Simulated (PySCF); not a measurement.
## `O=P1(c2cccs2)CCC1`: 4 charge schemes on one density

Compound: C7H9OPS.
Cartesian coordinates in Å at the GFN2-xTB level; atoms count from 1:
```xyz
19
C7H9OPS angstrom
O     -0.7075    0.5407   -2.5129
P     -0.7249    0.2171   -1.0855
C      0.9123    0.0816   -0.3584
C      2.0838    0.2549   -1.0372
C      3.2183    0.0889   -0.2175
C      2.8928   -0.2080    1.0681
S      1.1961   -0.2921    1.3073
C     -1.8222    1.1215    0.1060
C     -2.2477   -0.2223    0.7298
C     -1.7814   -1.1496   -0.4097
H      2.1082    0.4932   -2.0855
H      4.2303    0.1855   -0.5675
H      3.5483   -0.3842    1.8982
H     -1.3900    1.8474    0.7907
H     -2.6322    1.5926   -0.4514
H     -3.3106   -0.2936    0.9547
H     -1.6852   -0.4183    1.6418
H     -2.5786   -1.3608   -1.1231
H     -1.3197   -2.0851   -0.1025
```

Density: PBE0/pcSseg-1 (PySCF); schemes: Mulliken, IAO, Hirshfeld and ESP-fitted. The structure is a single GFN2-xTB conformer in the gas phase; no vibrational or solvent corrections.

Question: Tabulate the Mulliken, IAO, Hirshfeld and ESP-fitted charges.

Answer: In e:

```csv
atom,environment,Mulliken,IAO,Hirshfeld,ESP-fitted
O1,phosphoryl oxygen,-0.575,-0.894,-0.393,-0.626
P2,phosphoryl phosphorus,+1.012,+1.521,+0.420,+0.859
C3,substituted aromatic carbon,-0.599,-0.455,-0.092,-0.230
C4,aromatic CH carbon,-0.017,-0.151,-0.053,-0.054
C5,aromatic CH carbon,-0.033,-0.182,-0.066,-0.198
C6,aromatic CH next to a ring sulfur,-0.264,-0.306,-0.073,-0.257
S7,thiophene-type sulfur,+0.295,+0.339,+0.126,+0.102
C8,sp3 carbon bound to phosphorus,-0.417,-0.533,-0.121,-0.430
C9,four-membered-ring carbon,-0.244,-0.263,-0.073,+0.108
C10,sp3 carbon bound to phosphorus,-0.417,-0.533,-0.121,-0.419
H11,aromatic hydrogen,+0.100,+0.184,+0.064,+0.163
H12,aromatic hydrogen,+0.102,+0.169,+0.061,+0.179
H13,aromatic hydrogen,+0.134,+0.179,+0.059,+0.221
H14,methylene hydrogen,+0.156,+0.155,+0.040,+0.113
H15,methylene hydrogen,+0.161,+0.164,+0.053,+0.159
H16,methylene hydrogen,+0.143,+0.148,+0.046,+0.038
H17,methylene hydrogen,+0.144,+0.139,+0.031,+0.007
H18,methylene hydrogen,+0.161,+0.164,+0.053,+0.155
H19,methylene hydrogen,+0.156,+0.155,+0.040,+0.110
```

Mean size of the charges over all atoms: IAO 0.349 e, Mulliken 0.270 e, ESP-fitted 0.233 e, Hirshfeld 0.104 e. Each set sums to the total charge, 0, to within 0.001 e. The IAO scheme counts the electrons in orthogonalised intrinsic atomic orbitals, a minimal basis polarised so that it spans the occupied orbitals exactly.

Lowest charge. The schemes don't all agree: Mulliken C3 (-0.599); IAO O1 (-0.894); Hirshfeld O1 (-0.393); ESP-fitted O1 (-0.626).

Highest charge. All schemes agree: Mulliken P2 (+1.012); IAO P2 (+1.521); Hirshfeld P2 (+0.420); ESP-fitted P2 (+0.859).

Question: Sum the charges by element, for elements with more than one atom.

Answer: 
```csv
element,atoms,Mulliken,IAO,Hirshfeld,ESP-fitted
C,7,-1.990,-2.423,-0.598,-1.481
H,9,+1.258,+1.458,+0.446,+1.145
```

Question: How closely do the schemes follow one another over all atoms?

Answer: Correlation coefficient and root-mean-square difference: Mulliken with IAO 0.97, 0.157 e; IAO with Hirshfeld 0.97, 0.341 e; IAO with ESP-fitted 0.95, 0.208 e; Hirshfeld with ESP-fitted 0.94, 0.180 e; Mulliken with Hirshfeld 0.92, 0.229 e; Mulliken with ESP-fitted 0.92, 0.146 e.

Question: How many electrons does the ESP-fitted scheme count on C4?

Answer: Z − q = 6 − (-0.054) = 6.054.
